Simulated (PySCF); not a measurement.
Al₂O₃, SMILES [O][Al][O][Al][O] (connectivity only; charge and spin as stated), neutral, multiplicity 1. Heavy atoms are numbered as in [Al:1]([O:3])[O:4][Al:2][O:5].

Coordinates come from a ωB97X-D3(BJ)/def2-SVP optimisation. One conformer was computed; it need not be the lowest.

The numbers are results of PySCF with KT2/pcSseg-1, not measurements.

GIAO shieldings, no solvent; atoms alike by connectivity are averaged. δ = σ(ref) − σ: ¹⁷O against H2O (σ = 330.4 ppm), references at their B3LYP-D3(BJ)/def2-TZVP geometries, non-relativistic.

Computed chemical shifts:
| nucleus | atoms | count | δ (ppm) |
|---|---|---|---|
| ¹⁷O | O3 | 2 | 118.5 |
| ¹⁷O | O4 | 1 | 24.6 |
